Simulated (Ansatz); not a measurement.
Coupled-cluster diagnostics for the cluster Al2O3, Ansatz.

Geometry of the singlet (PBE-D4/def2-SVP):

Cartesian coordinates in Å:
```
Al -1.497 0.633 0.630
Al 0.525 -0.310 -0.297
O 0.154 1.058 0.902
O -1.259 -0.659 -0.496
O 2.077 -0.722 -0.739
```

Correlated methods freeze 13 core orbitals. The geometry of the singlet was relaxed on an unsound state (an occupied level 0.04 eV above an empty one). Another isomer (singlet) lies 0.44 eV lower at PBE0-D4/def2-TZVP; other spin states weren't run for this one.

Task: Estimate the CCSD(T) correlation energy, the shares of MP2 and (T), T1 and the reference's ⟨S²⟩ for: charge 0, singlet, own geometry in def2-TZVPP; and the rough time on 4 threads of Arm Neoverse V1 on a shared host.

Result: 
```json
{"state": "charge 0, singlet, own geometry", "basis": "def2-TZVPP", "correlation (eV)": "-24.937", "MP2 share (%)": "96.5", "(T) share (%)": "6.0", "T1": "0.080", "⟨S²⟩ (pure)": "0.00 (0.00)", "wall time": "54 s", "remarks": "flagged by the program, large T1 (0.080), restricted SCF unstable"}
```
Customary marks for T1 are 0.02 (closed shells), 0.045 (open shells) and about 0.05 (3d metals). T1 exceeds 0.02 in 1 of 1 rows and 0.045 in 1; the higher it lies, the less the single-reference result can be trusted.
